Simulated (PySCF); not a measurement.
F3Sb, SMILES [F][Sb+]([F])[F], charge +1, multiplicity 2. Coordinates come from a PBE0-D3(BJ)/def2-SVP optimisation. The def2 effective core potentials stand for the cores of Sb; spin–orbit coupling is left out.

Method: PBE0-D3(BJ)/def2-SVP in PySCF.

Harmonic wavenumbers (cm⁻¹): 156, 156, 182, 655, 680, 680. Rotational constants (GHz): 4.730, 4.730, 2.946; symmetry number 1.

Work out the zero-point energy and the ideal-gas rigid-rotor harmonic-oscillator thermochemistry at 298.15 K and 1 atm.

ZPE = ½ Σ hcν = ½ × 2511 cm⁻¹ = 3.59 kcal/mol. H − E(el) = 7.36 kcal/mol. Entropy in cal/(mol K): translation 41.45, rotation 25.99, vibration 8.51, spin 1.38, total 77.33. G − E(el) = -15.70 kcal/mol. Cp = 16.26 cal/(mol K).
